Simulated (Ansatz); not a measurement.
CH$_{5}$B$_{2}$N, SMILES `BC=NB`. The species carries charge 0 and has multiplicity 1.

Cartesian coordinates in Å:
```
B -0.0630 1.1562 -1.3535
C -0.7782 0.2447 -0.3077
N -0.1249 -0.4446 0.5179
B 0.6005 -1.1684 1.3845
H -0.7049 1.7903 -2.1363
H 1.1285 1.2018 -1.3514
H -1.8728 0.1770 -0.2647
H 0.9297 -2.2761 1.0709
H 0.8850 -0.6809 2.4404
```

Task: What are the harmonic wavenumbers in cm⁻¹ at PBE0-D4/def2-TZVP (Ansatz, finite differences of forces, unscaled)? (An estimate is asked.)

Result: Computed: 101, 156, 339, 439, 442, 802, 871, 914, 922, 1002, 1036, 1057, 1221, 1231, 1412, 1882, 2571, 2603, 2648, 2699, 3038.

Task: Is this a minimum?

Result: Yes, all 21 modes are real.

Task: Give the ideal-gas thermochemistry at 298.15 K and 1 bar (rigid rotor, harmonic oscillator; point group Cs, symmetry number 1).

Result: Zero-point energy 163.8 kJ/mol; H(298) − E = 180.7 kJ/mol; entropy 298.6 J/(mol·K), of which translation 158.3, rotation 99.1, vibration 41.3; G(298) − E = 91.7 kJ/mol.
